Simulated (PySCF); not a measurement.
## How methods differ on the ionisation energy of Xe³³⁺

Xe³³⁺ [Ar] 3d3 [3d3/2^3, M_J = 3/2] → Xe³⁴⁺ [Ar] 3d2 [3d3/2^2, M_J = 2], as a difference of total energies. Calculation: PySCF 2.14, in an uncontracted even-tempered set (16 s from 5.9 bohr⁻², ratio 2.8; 12 p from 7.6 bohr⁻², ratio 2.8; 8 d from 7.6 bohr⁻², ratio 2.8; 3 f from 25 bohr⁻², ratio 3); the two-component X2C-1e Hamiltonian. Correlated levels: [Ne] frozen; the 74 highest virtual spinors dropped. "Screened" scales the spin-orbit matrix elements by Boettger's factors to mimic the two-electron term; Breit and QED terms are absent.

```
                    method  ionisation energy (eV)
           GHF (spin-free)                  2110.0
          GMP2 (spin-free)                  2109.9
 GHF (screened spin-orbit)                  2112.1
GMP2 (screened spin-orbit)                  2112.6
```

Breit and QED terms and the two-electron picture change are absent.

The spin-free rows relax to the high-spin LS determinant and lack the spin-orbit shift.

The labels give the starting determinants; with spin-orbit coupling the two ends relaxed to ⟨J²⟩ = 4.14, ⟨L²⟩ = 9.33, ⟨S²⟩ = 2.56 and ⟨J²⟩ = 6.08, ⟨L²⟩ = 10.53, ⟨S²⟩ = 1.59.

The determinant of Xe³³⁺ mixes levels of different J (the jj label is only the starting occupation), so the difference between spin-free and spin-orbit rows is not the physical spin-orbit shift.

For comparison: 2113 ± 5 eV (theoretical estimate listed by NIST; NIST Atomic Spectra Database, ionization energies).
